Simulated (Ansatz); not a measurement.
Consider the redistribution: `[SiH3][SnH]([Cl])[Cl]` + `C[O][Al]([OH])[F]` → `C[O][Al]([OH])[SiH3]` + `[F][SnH]([Cl])[Cl]`.

Calculated with Ansatz (gas phase, PBE0-D4/def2-TZVP geometries, no zero-point term in ΔE). CBS: MP2 limit from def2 TZ/QZ plus the TZ coupled-cluster correction, frozen cores. This one scheme is used for every species. Elements past krypton have def2 core potentials. For Sn outer-core shells are correlated without core-valence functions, which leaves a few kJ/mol of doubt a bond. One conformer a species, not always the lowest.

`[SiH3][SnH]([Cl])[Cl]`:

```xyz
8

Si    0.304    0.449   -1.298
Sn   -0.441   -0.466    0.975
Cl   -0.612    1.339    2.440
Cl    1.290   -1.791    1.804
H    -0.747    1.365   -1.805
H     0.492   -0.692   -2.227
H     1.579    1.172   -1.079
H    -1.865   -1.375    1.191
```

`C[O][Al]([OH])[F]`:

Cartesian coordinates in Å:
```
C 1.494 0.396 0.447
O 0.639 0.147 -0.634
Al -0.968 -0.270 -0.796
O -1.941 -0.484 0.562
F -1.578 -0.467 -2.308
H 1.895 1.412 0.376
H 2.336 -0.302 0.422
H 0.989 0.292 1.414
H -2.865 -0.723 0.517
```

`C[O][Al]([OH])[SiH3]`:

Z-matrix (Å, degrees):
```
C
O 1 1.396
H 1 1.095 2 110.2
H 1 1.098 2 112.6 3 120.6
H 1 1.095 2 110.2 3 -118.9
Al 2 1.686 1 136.1 3 -120.7
Si 6 2.439 2 122.9 1 0.0
O 6 1.691 2 118.8 1 180.0
H 7 1.491 6 111.3 2 -0.5
H 7 1.490 6 111.3 2 119.5
H 7 1.490 6 111.3 2 -120.4
H 8 0.956 6 123.5 2 -0.0
```

`[F][SnH]([Cl])[Cl]`:

Z-matrix (Å, degrees):
```
Sn
F 1 1.901
Cl 1 2.292 2 105.5
Cl 1 2.292 2 105.5 3 -115.0
H 1 1.689 2 109.2 3 122.5
```

| level | ΔE (kJ/mol) |
| --- | --- |
| MP2/def2-QZVPP | 168.2 |
| CCSD/CBS(def2) | 160.6 |

Question: What does CCSD(T)/CBS give? (An estimate is asked.)

Answer: Computed: +157.0 kJ/mol. The listed levels differ from it by 11.2, 3.6 kJ/mol.

Largest T1 diagnostic among the species: 0.013.

At CCSD(T), def2-SVP lies −6.8 kJ/mol from the extrapolated value and def2-TZVPP −1.0 kJ/mol. From BLYP to BHLYP (50 % exact exchange), in def2-TZVPP and without D4, ΔE moves by +14.7 kJ/mol. Leaving LDA and LC-ωPBE aside and taking each functional with its dispersion term where it has one, the values, not all of them listed here, spread over 24.2 kJ/mol, from revPBE-D4 to BHLYP-D4. LDA lies +6.6 kJ/mol from PBE without D4.
